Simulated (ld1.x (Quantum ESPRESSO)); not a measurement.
## Cutoff test, Ge (Z = 32), ultrasoft

ld1.x (Quantum ESPRESSO) 7.5 input, shortened:

```
&input
   title='Ge', zed=32., rel=1, dft='BLYP', iswitch=3,
   config='[Ar] 3d10 4s2 4p0.5'
 /
 &inputp
   pseudotype=3, tm=.true., lloc=-1, rcloc=1.50,
   nlcc=.true., new_core_ps=.true., rcore=0.40
 /
6
4S  1  0   2.00   0.00  1.45  1.70  0.0
4S  1  0   0.00  -1.05  1.45  1.70  0.0
4P  2  1   0.50   0.00  1.35  1.65  0.0
4P  2  1   0.00   2.25  1.35  1.65  0.0
3D  3  2  10.00   0.00  0.50  0.65  0.0
3D  3  2   0.00  -2.25  0.50  0.65  0.0
 &test
   configts(1)='3d10 4s2 4p0.5'
 /
```

The pseudo-atom Hamiltonian at the reference potential is diagonalised in spherical Bessel functions j_l(qr) that vanish at 20 bohr, with q² up to the cutoff. All-electron valence levels (Ry): 4s -1.7966, 4p -1.1329, 3d -3.1929.

How do the lowest levels (Ry) of each channel move with the cutoff, and are there ghosts?

| cutoff (Ry) | s #1 | s #2 | p #1 | p #2 | d #1 | f #1 | Σ f·Δε (mRy) |
| --- | --- | --- | --- | --- | --- | --- | --- |
| 8 | -1.7865 | -0.5243 | -1.1287 | -0.3712 | -0.5223 | -0.1683 | 26723.2 |
| 15 | -1.7961 | -0.5278 | -1.1318 | -0.3718 | -0.5796 | -0.1684 | 26130.0 |
| 25 | -1.7964 | -0.5280 | -1.1329 | -0.3721 | -0.6566 | -0.1684 | 25358.2 |
| 35 | -1.7965 | -0.5280 | -1.1329 | -0.3721 | -0.7454 | -0.1684 | 24470.2 |
| 50 | -1.7966 | -0.5280 | -1.1329 | -0.3722 | -0.9298 | -0.1684 | 22625.9 |
| 70 | -1.7966 | -0.5280 | -1.1330 | -0.3722 | -1.2653 | -0.1684 | 19271.6 |
| 100 | -1.7966 | -0.5280 | -1.1330 | -0.3722 | -1.9710 | -0.1684 | 12214.0 |
| 140 | -1.7966 | -0.5280 | -1.1330 | -0.3722 | -2.7893 | -0.1684 | 4030.9 |
| 180 | -1.7966 | -0.5280 | -1.1330 | -0.3722 | -3.1001 | -0.1684 | 923.7 |
| 260 | -1.7966 | -0.5280 | -1.1330 | -0.3722 | -3.1902 | -0.1684 | 22.2 |
| 400 | -1.7966 | -0.5280 | -1.1330 | -0.3722 | -3.1924 | -0.1684 | 0.0 |

Result: no extra level below or beside the all-electron valence levels (s, p, d, f tested); 10 mRy is reached at over 300 Ry and 1 mRy at over 300 Ry.

Its largest configuration-test error is -449 meV.
